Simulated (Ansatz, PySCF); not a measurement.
Pair of molecules: HBr (SMILES Br) (first 2 atoms) with H4OSi (SMILES O[SiH3]); geometry from B3LYP-D3(BJ)/def2-TZVP, rigid monomers moved along the line of their centres of mass till H2···O3 is 2.17 Å.
(charge 0, multiplicity 1):
```xyz
8

Br    -0.609    -1.156    -0.021
H     -0.155    -0.423     1.135
O      0.463     0.592     2.952
Si    -0.042     0.226     4.497
H      1.148     1.254     2.826
H      1.087    -0.281     5.310
H     -1.071    -0.814     4.325
H     -0.609     1.423     5.159
```

Counterpoise-corrected where a basis set is named; no monomer relaxation.

Correlated levels freeze the cores. Filled d and f shells under p-block atoms count as core. CBS(a, b) extrapolates the correlation energy as X⁻³ and adds the Hartree–Fock energy of set b.

Run with Ansatz (Gaussian basis) for Hartree–Fock, density functionals and correlated methods; PySCF for the dispersion terms. Each number belongs to the level named beside it.

### Question
Predict the interaction energy from r2SCAN-D3(BJ)/def2-TZVPPD.

### Answer
-187 meV

Ansatz is a quantum-chemistry and plane-wave program.
